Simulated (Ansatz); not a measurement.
Al₂P₂⁻, relaxed as a quartet with UKS B3LYP-D4/def2-TZVPD in Ansatz, starting from the B3LYP-D4/def2-TZVPD geometry of the charge -1 doublet. Force threshold 0.02 eV/Å.

The highest occupied level of the charge -1 quartet lies above zero (up to 0.81 eV). The electron is either unbound and held by the finite basis, or the level is raised by self-interaction error. At B3LYP-D4/def2-TZVPD a doublet of charge -1 lies 1.69 eV below the quartet, each at its own geometry. The structure comes from a short search, and lower isomers may exist.

Start:

```
atom   x (Å)   y (Å)   z (Å)
 Al1   1.044   0.996  -1.519
 Al2  -0.662  -0.665   1.874
  P3  -0.931   0.659  -0.146
  P4   0.549  -0.990  -0.208
```

```
step  energy (eV)  largest force component (eV/Å)  SCF passes
   1  -31774.4571                           0.655          18
   2  -31774.6107                           0.341          24
   3  -31774.7005                           0.060          26
   4  -31774.7015                           0.040          23
   5  -31774.7016                           0.000          16
```

Force components are those of the run's own axes.

End:

Cartesian coordinates in Å:
```
Al 0.8519 0.8291 -1.6937
Al -0.8518 -0.8290 1.6938
P -0.7668 0.8541 0.0324
P 0.7667 -0.8542 -0.0325
```

By distances, no bond broke or formed. The bond that changes most is P3–P4, from 2.22 to 2.30 Å (atoms count from 1).

No frequencies were taken in this run, so the end may be a saddle point.

Hardware: 2 threads of AMD EPYC 7R43 on a shared host. Wall time 56 s, peak host memory 0.55 GiB.
